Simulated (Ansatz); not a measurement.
`[AlH2][SiH2][GeH3]`, relaxed with RKS PBE0-D4/def2-TZVP in the Gaussian-basis code of Ansatz from a PBE-D4/def2-SVP geometry. The force threshold is 0.005 eV/Å; the program also tests the step.

Total charge 0; spin multiplicity 1.

Start:

```xyz
10

Al    2.047   -0.110    0.940
Si    0.370    0.667   -0.670
Ge   -1.745   -0.388   -0.222
H     2.162    0.596    2.378
H     2.985   -1.365    0.599
H     0.726    0.342   -2.101
H     0.134    2.157   -0.585
H    -2.829    0.075   -1.233
H    -1.619   -1.933   -0.318
H    -2.233   -0.040    1.211
```

By how much does the energy fall, and how many steps does the optimiser take? (An estimate is asked.)

Computed: 0.38 kcal/mol, in 10 steps.

Which bonds change most? (Estimate.)

Ansatz gave: Si2–H7 from 1.511 to 1.492 Å; Si2–H6 from 1.510 to 1.492 Å; Si2–Ge3 from 2.406 to 2.388 Å; Al1–H4 from 1.605 to 1.588 Å.

Give the relaxed structure. (Best estimate.)

Computed: 
```xyz
10

Al    2.030   -0.107    0.941
Si    0.361    0.677   -0.664
Ge   -1.731   -0.389   -0.229
H     2.208    0.634    2.335
H     2.896   -1.401    0.628
H     0.726    0.359   -2.075
H     0.126    2.148   -0.578
H    -2.818    0.065   -1.217
H    -1.587   -1.918   -0.339
H    -2.210   -0.067    1.199
```
